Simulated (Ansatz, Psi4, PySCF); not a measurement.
B2Cl3, doublet, geometry from GFN2-xTB, atoms displaced at random by about 0.08 Å a coordinate. Base run: B3LYP/6-31G, gradient in PySCF.

The PySCF input:
```python
from pyscf import gto, scf, dft

mol = gto.Mole()
mol.atom = '''
    Cl    2.65085254   -0.44186227   -0.18314068
    B     1.10692498   -0.15770782    0.02929478
    B    -0.44842375   -0.02829277    0.02958982
    Cl   -1.21533656    1.69191430    0.09308504
    Cl   -1.55626057   -1.19481138    0.03284279
'''
mol.basis = '6-31g'
mol.spin = 1
mol.verbose = 4
mol.build()

mf = dft.UKS(mol)
mf.xc = 'b3lyp'
mf.kernel()
g = mf.nuc_grad_method()
grad = g.kernel()
```

Programs used: Ansatz (an electronic-structure program), Psi4, PySCF; a row that names a program was run with it.

The coordinate followed is x of atom 3.

Each row names what was changed in the base input (with any setting that the change needs).

```
change                                                  dE/dx (Eh/bohr)  net force (Eh/bohr)
------------------------------------------------------  ---------------  -------------------
base                                                          -0.061763             0.000049
code = psi4                                                   -0.061764             0.000053
conv_tol = 1e-11                                              -0.061762             0.000049
density fitting = on; auxbasis_response = off                 -0.061788             0.000315
finite difference step (bohr) = 1e-5; conv_tol = 1e-11        -0.061755                    -
code = ansatz                                                 -0.061766             0.000000
finite difference step (bohr) = 0.2; conv_tol = 1e-11         -0.058328                    -
grids.level = 1; grid_response = off                          -0.061701             0.000276
conv_tol = 1e-6                                               -0.061769             0.000049
finite difference step (bohr) = 1e-4; conv_tol = 1e-11        -0.061755                    -
finite difference step (bohr) = 1e-3; conv_tol = 1e-11        -0.061755                    -
grids.level = 5; grid_response = off                          -0.061764             0.000003
```

The net force is zero for an exact gradient.

Open shells are given as the SCF converged; they aren't shown to be the lowest states, and a large step between rows can be another state.
